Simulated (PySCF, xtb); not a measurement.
RuO₃, SMILES [O]=[Ru](=[O])=[O] (connectivity only; charge and spin as stated), neutral, multiplicity 3.

Harmonic wavenumbers (cm⁻¹) from GFN2-xTB run with xtb at its own minimum, in rising order: 175, 237, 242, 646, 839, 905.

Problem. What does PBE-D3(BJ)/def2-TZVP run with PySCF give at its own minimum? (An estimate is asked for; the answer gives what the named calculation found.)

Solution. 116, 161, 294, 867, 904, 924. Paired by order, the mean absolute difference is 82 cm⁻¹ and the zero-point energies are 4.4 and 4.7 kcal/mol.
